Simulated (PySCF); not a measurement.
SiF2, SMILES F[Si]F (connectivity only; charge and spin as stated), neutral, multiplicity 1.

Geometry: r2SCAN-D4/def2-TZVP. The isomer is the one that the SMILES or the coordinates give; other isomers of the formula were not compared.

The numbers are results of M06-2X/def2-TZVPD run with PySCF, not measurements.

Symmetry labels are those of the subgroup C2v that the program uses (full group C2v).

Computed valence orbital energies around the gap with their symmetry:
| orbital | symmetry | energy (eV) |
|---|---|---|
| HOMO−7 | B2 | -36.42 |
| HOMO−6 | A1 | -18.12 |
| HOMO−5 | B2 | -16.32 |
| HOMO−4 | A1 | -15.63 |
| HOMO−3 | B1 | -15.43 |
| HOMO−2 | A2 | -14.65 |
| HOMO−1 | B2 | -14.25 |
| HOMO | A1 | -9.50 |
| LUMO | B1 | -1.33 |
| LUMO+1 | A1 | 0.60 |
| LUMO+2 | B2 | 0.65 |
| LUMO+3 | A1 | 1.38 |
